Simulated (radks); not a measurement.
Task: Valence configurations of the dysprosium ion Dy2+ (all share [Xe]). Calculated with a radial shooting solver on a logarithmic mesh with Libxc functionals: Dirac Kohn-Sham, PBE, spin-unpolarised, spherical densities, finite nucleus; open shells fill j = l - 1/2 first; Fermi nuclear charge, rms radius 5.2218 fm. Order these by energy: 4f7 6p3; 4f8.5 6s1 6p0.5; 4f9 6p1; 4f9 6s1; 4f9 5d1; 4f9.5 6s0.5; 4f9.5 6p0.5; 4f10; 4f8 6p2.

Result: From the lowest, in eV above it: 4f10 0.000; 4f9.5 6s0.5 1.759; 4f9.5 6p0.5 3.784; 4f9 5d1 4.934; 4f9 6s1 5.208; 4f9 6p1 9.485; 4f8.5 6s1 6p0.5 12.786; 4f8 6p2 27.445; 4f7 6p3 56.216. NIST lists [Xe] 4f10 as the ground configuration; this level of theory agrees among the configurations tried. The energies are those of spherical spin-averaged densities, not of single terms.
